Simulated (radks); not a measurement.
Species: the strontium ion Sr4+. Configuration: [Ar] 3d9.75 4s2 4p4 4d0.25 (fractional occupations, a model configuration). Method: scalar-relativistic Kohn-Sham, B86b exchange with PBE correlation, spin-polarised, spherical densities, finite nucleus; open shells are filled with parallel spins first (spin-orbit coupling, left out, can overturn this in heavy ions); Fermi nuclear charge, rms radius 4.224 fm; computed with a radial shooting solver on a logarithmic mesh with Libxc functionals.

X-ray form factor f0, the Fourier transform of the density (f0(0) = 34):

| sin(theta)/lambda (1/angstrom) | f0 (electrons) |
|---|---|
| 0.05 | 33.649 |
| 0.1 | 32.654 |
| 0.15 | 31.172 |
| 0.2 | 29.404 |
| 0.25 | 27.540 |
| 0.3 | 25.721 |
| 0.4 | 22.496 |
| 0.5 | 19.859 |
| 0.6 | 17.624 |
| 0.8 | 13.820 |
| 1 | 10.796 |
| 1.25 | 8.242 |
| 1.5 | 6.774 |
| 2 | 5.315 |
